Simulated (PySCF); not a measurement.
# NMR problem set

Calculated, not measured (PySCF 2.14.0 with density-fitted response routines): NMR shieldings at PBE0/pcSseg-1/GIAO, J couplings at B3LYP/pcJ-1 (spin–dipole term left out of most H,H and C,H couplings), GFN2-xTB structure. Non-relativistic, in vacuum, single conformer, equivalent nuclei averaged.

Chemical shifts δ = σref − σ; TMS for ¹H (σref 31.72), ¹³C (σref 186.93), all at this level. Multiplet labels drop J under 1 Hz and among equivalent protons, and merge close values. Unscaled 3J(H,H) run several per cent high. Splittings of carbon signals by F and P are missing where no couplings were computed. Where no couplings were computed, multiplicities follow the n + 1 count of equivalent neighbours, and m marks all less simple cases (inequivalent or close neighbours, rings, F or P nearby). Shifts are as computed. Against solution values, carbons near 30 ppm lie about +3 ppm off and those near 130 ppm about +5 ppm. Of 1211 compounds with measured shifts, 218 miss one by over three times the rms of a fit or turn the order of signals round; such compounds aren't used in these exercises. OH and NH positions are gas-phase values without hydrogen bonding to other molecules.

Q: C7H11FN2. ¹H NMR (400 MHz, computed): δ 5.71 (m, 1H), 3.88 (m, 1H), 3.21 (m, 1H), 2.20 (s, 3H), 2.12 (m, 1H), 1.02 (m, 1H), 0.75 (m, 1H), 0.55 (m, 1H), 0.48 (m, 1H). ¹³C{¹H} NMR (computed): δ 143.5, 100.5, 61.1, 35.8, 15.0, 10.2, 8.7. Give a structure.

A: SMILES C1C(N2N=C(C)[C@@H](F)C2)C1. Rings plus π bonds: 3 (2 rings in the answer). 7 carbon signals for 7 carbons: no two carbons are equivalent. Carbon types of the structure: 1 × C, 2 × CH, 3 × CH2, 1 × CH3, which accounts for all hydrogens. δC 143.5: C=N carbon. δC 100.5: sp3 CH bonded to F; the inductive effect lowers its shielding. δC 61.1: sp3 CH2 bonded to N; the inductive effect lowers its shielding. δH 3.88, 3.21: hydrogen on an sp3 CH2 bonded to N; its carbon carries N, which withdraws density.

This is the structure that produced the data.

Q: C3H5N3O. ¹H NMR (400 MHz, computed): δ 10.40 (br s, 1H), 6.97 (s, 1H), 4.06 (s, 3H). ¹³C{¹H} NMR (computed): δ 163.3 (C), 112.4 (CH), 59.3 (CH3). What is it?

A: `COc1cnn[nH]1`. The formula gives 3 degrees of unsaturation (1 ring in the answer). 3 carbon signals for 3 carbons: no two carbons are equivalent. Carbon types of the structure: 1 × C, 1 × CH, 1 × CH3, leaving 1 H on heteroatoms. δC 163.3: aromatic carbon bearing oxygen; an ipso carbon deshielded by its heteroatom. δC 112.4: aromatic CH next to a ring nitrogen; resonance donation from the substituent shields this position. δH 10.40: hydrogen on a pyrrole-type ring nitrogen; exchangeable; this is the value without hydrogen bonding to other molecules. δH 6.97: hydrogen on an aromatic CH next to a ring nitrogen; π donation from the O or N substituent shields it against benzene.

The data come from this structure; uniqueness wasn't tested.
